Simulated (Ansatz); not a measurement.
Consider the hydrogenolysis of a Zn–As bond: `N[CH2][Zn][AsH2]` + H₂ → `N[CH2][ZnH]` + arsine.

Program: Ansatz. Geometries: PBE0-D4/def2-TZVP. ΔE: electronic, gas phase. CCSD(T)/CBS adds triple-zeta CCSD(T) − MP2 to the extrapolated MP2 energy (def2 sets, frozen cores). This one scheme is used for every species. Functionals use def2-TZVPP. HSE06 is defined as in plane-wave codes. For As, Zn outer-core shells are correlated without core-valence functions, which leaves a few kJ/mol of doubt a bond. Scalar relativity is left out up to krypton. One conformer a species, not always the lowest.

`N[CH2][Zn][AsH2]`:

Cartesian coordinates in Å:
```
N -1.878 -0.843 -0.231
C -0.661 -0.444 -0.939
Zn 0.594 0.427 0.309
As 2.053 1.474 1.883
H -2.405 -0.035 0.074
H -2.495 -1.376 -0.834
H -0.144 -1.351 -1.273
H -0.829 0.163 -1.841
H 3.004 1.843 0.747
H 2.763 0.142 2.105
```

H₂:

Cartesian coordinates in Å:
```
H -0.081 0.358 -0.066
H 0.081 -0.358 0.066
```

`N[CH2][ZnH]`:

```xyz
8

N     0.166    1.232   -0.013
C     0.365   -0.179   -0.359
Zn   -1.067   -1.279    0.411
H     0.271    1.382    0.981
H     0.858    1.820   -0.465
H     1.365   -0.571   -0.120
H     0.256   -0.281   -1.445
H    -2.215   -2.124    1.010
```

`[AsH3]`:

Cartesian coordinates in Å:
```
As -0.405 0.322 -0.369
H 0.222 0.888 0.897
H -0.749 -0.988 0.323
H 0.932 -0.222 -0.851
```

(1) Is it downhill or uphill in electronic energy at CCSD(T)/CBS, and by how much? (Estimate.)

(2) What do these levels give: BLYP-D4, HSE06-D4, revPBE, MP2/def2-SVP, CCSD/def2-SVP, CCSD(T)/def2-TZVPP? (Best estimate.)

Largest T1 diagnostic among the species: 0.014.

Answers

(1) Ansatz gave: Uphill: ΔE = +14.4 kcal/mol.

(2) Ansatz gave: BLYP-D4 12.7, HSE06-D4 13.2, revPBE 12.5, MP2/def2-SVP 12.8, CCSD/def2-SVP 10.1, CCSD(T)/def2-TZVPP 11.5 kcal/mol.

The D4 term adds +1.3 kcal/mol with B3LYP and +0.7 kcal/mol with PBE0; it sums over pairs of atoms, weighted by their polarisabilities, and B3LYP, whose exchange is more repulsive, gets the larger term. In def2-TZVPP, CCSD(T) changes the Hartree–Fock value by +2.9 kcal/mol (the triples alone add +0.9 kcal/mol) and MP2 by +5.2 kcal/mol.

B3LYP here is the variant with VWN-RPA as its local correlation; programs differ in this.
